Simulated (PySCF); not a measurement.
A structure optimised at PBE-D3(BJ)/def2-SVP, used in a PySCF frequency run:

```xyz
11

W      0.0519     0.0107    -0.0468
O      1.7612     0.0869     0.2225
N     -0.4374    -0.9476    -1.4649
H     -0.0797    -1.5246    -2.2355
N     -0.8289     1.7612    -0.1090
H     -0.4204     2.6029     0.3136
H     -1.5677     2.0234    -0.7697
C     -0.7319    -1.0762     1.6100
H     -0.2725    -2.0848     1.6643
H     -1.8302    -1.1995     1.5146
H     -0.5062    -0.5388     2.5557
```
Charge 0, spin multiplicity 1.

Task: Write its SMILES and formula.

Result: [CH3][W](=[NH])([NH2])=[O], CH6N2OW

Task: What are its rotational constants (standard atomic weights)?

Result: 3.3654, 3.0368, 2.9331 GHz
